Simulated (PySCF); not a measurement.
Strontium: highly charged ions in a basis for the neutral atom

Sr¹¹⁺ [Ar] 3d9, Sr¹²⁺ [Ar] 3d8. All numbers are calculated (PySCF 2.14, scalar relativity by spin-free X2C-1e, in Sapporo-DKH3-DZP-2012 (7s6p2d, 35 functions)). No spin-orbit coupling, so a gap to NIST mixes the basis error with missing relativistic terms.

Changed run: basis of the neutral atom used for a highly charged ion. This setting is unsound on purpose.

| species | method | sound run (hartree) | changed run (hartree) | converged |
| --- | --- | --- | --- | --- |
| Sr¹¹⁺ | UHF | not run | -3134.78435 | yes |
| Sr¹¹⁺ | MN15 | not run | -3138.36098 | yes |
| Sr¹¹⁺ | BP86 | not run | -3136.55908 | yes |
| Sr¹²⁺ | UHF | not run | -3121.18837 | yes |
| Sr¹²⁺ | MN15 | not run | -3124.61658 | yes |
| Sr¹²⁺ | BP86 | not run | -3122.90161 | yes |

Ionisation energy of Sr¹¹⁺:

```csv
method,changed run (eV),NIST (eV)
UHF,369.97,362 ± 2.5
MN15,374.00,362 ± 2.5
BP86,371.64,362 ± 2.5
```

The contracted functions were made for the neutral atom and can be too rigid for a highly charged ion.
